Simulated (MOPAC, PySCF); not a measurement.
C6H8Sn2, SMILES `[CH]1=C[C]2=[C](C=[CH][SnH2]2)[SnH2]1`, neutral singlet in the gas phase. 

Z-matrix (Å, degrees):
```
C
C 1 1.3760
C 2 1.4713 1 121.55
C 3 1.3635 2 121.00 1 0.01
H 4 1.0998 3 122.23 2 179.99
H 3 1.1055 4 120.84 5 -0.01
C 1 1.4713 2 121.55 3 -179.99
C 7 1.3635 1 121.00 2 0.00
H 8 1.0998 7 122.23 1 180.00
H 7 1.1055 8 120.84 9 0.00
Sn 8 2.1563 9 130.33 7 179.99
H 11 1.7282 8 115.41 9 64.81
H 11 1.7283 12 109.68 8 132.36
Sn 4 2.1563 5 130.33 3 179.99
H 14 1.7283 4 115.39 5 -64.83
H 14 1.7283 15 109.68 4 -132.37
```
Charge 0, spin multiplicity 1.

All levels are single points at this geometry (PBE-D3(BJ)/def2-SVP); Pople sets use spherical d functions. Orbital energies aren't observables, and empty levels follow the basis.

PM3 in MOPAC gives gap (eV) = 8.18.

**Question.** Estimate the gap (eV) from each of these levels: PBE-D3(BJ)/def2-TZVP in PySCF; B3LYP/6-311+G** (LANL2DZ on Sn) in PySCF; B3LYP/6-31G* (LANL2DZ on Sn) in PySCF; BP86/6-31G* (LANL2DZ on Sn) in PySCF; PBE/6-31G* (LANL2DZ on Sn) in PySCF.

**Answer.** 
```csv
level,gap (eV)
PBE-D3(BJ)/def2-TZVP in PySCF,2.37
B3LYP/6-311+G** (LANL2DZ on Sn) in PySCF,3.64
B3LYP/6-31G* (LANL2DZ on Sn) in PySCF,3.63
BP86/6-31G* (LANL2DZ on Sn) in PySCF,2.29
PBE/6-31G* (LANL2DZ on Sn) in PySCF,2.30
```
